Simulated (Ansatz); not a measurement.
Cartesian coordinates (Å):
SMILES: [SiH3]CN[SiH3]
```xyz
13

Si    -2.1387     0.1166    -0.3808
C     -0.4719    -0.5593     0.1860
N      0.6214     0.1678    -0.4387
Si     2.1842     0.2799     0.2680
H     -2.1705     0.1154    -1.8705
H     -2.3224     1.5115     0.0959
H     -3.2527    -0.7320     0.1235
H     -0.4267    -1.6459     0.0176
H     -0.4147    -0.4227     1.2724
H      0.5487     0.2338    -1.4418
H      2.0453     0.8494     1.6353
H      3.0007     1.1703    -0.5965
H      2.8979    -1.0255     0.4138
```
Charge 0, spin multiplicity 1.

The numbers are results of frozen-core CCSD(T)/cc-pVTZ // PBE0-D4/def2-TZVP run with Ansatz (a program for electronic structure), not measurements.

HF energy: -675.48719 Ha
MP2 correlation energy: -0.64720 Ha

**Question.** Estimate the CCSD correlation energy, the (T) correction, the total energy and the T1 diagnostic.

**Answer.** 
```
Item                            Result
-----------------------  -------------
CCSD correlation energy    -0.70719 Ha
(T) correction             -0.02539 Ha
CCSD(T) total energy     -676.21978 Ha
T1 diagnostic                    0.011
```
